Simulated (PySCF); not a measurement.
CCl3NOSi, SMILES O=C=N[Si](Cl)(Cl)Cl.

Geometry optimised at PBE0-D3(BJ)/def2-SVP. One conformer was computed; it need not be the lowest.

Level of theory: PBE0-D3(BJ)/def2-SVP in PySCF 2.14.0.

Frequencies are harmonic and unscaled.

Modes within 1.5 cm⁻¹ of each other (mostly degenerate sets) share a row, with their intensities summed.

```csv
mode,ν (cm⁻¹),IR (km/mol),Raman (Å⁴/amu),depolarisation,moving atoms (share of kinetic energy)
1–2,36,0.1,6.6,0.75,"Cl 41 %, O 38 %, N 16 %"
3–4,162,1.2,3.6,0.75,"Cl 79 %, N 15 %"
5,207,11.7,3.6,0.75,"Cl 55 %, Si 15 %, O 12 %, N 9 %, C 9 %"
6–7,270,24.0,2.7,0.75,"N 43 %, Cl 41 %, Si 9 %"
8,427,1.6,13.5,0.00,"Cl 80 %, O 9 %"
9–10,626,14.0,0.1,0.75,"C 69 %, O 15 %, N 11 %"
11–12,644,489.1,3.3,0.75,"Si 65 %, Cl 30 %"
13,689,265.1,0.4,0.60,"Si 67 %, O 19 %"
14,1575,84.0,34.7,0.27,"N 58 %, O 38 %"
15,2497,1771.9,0.2,0.75,"C 70 %, N 18 %, O 13 %"
```
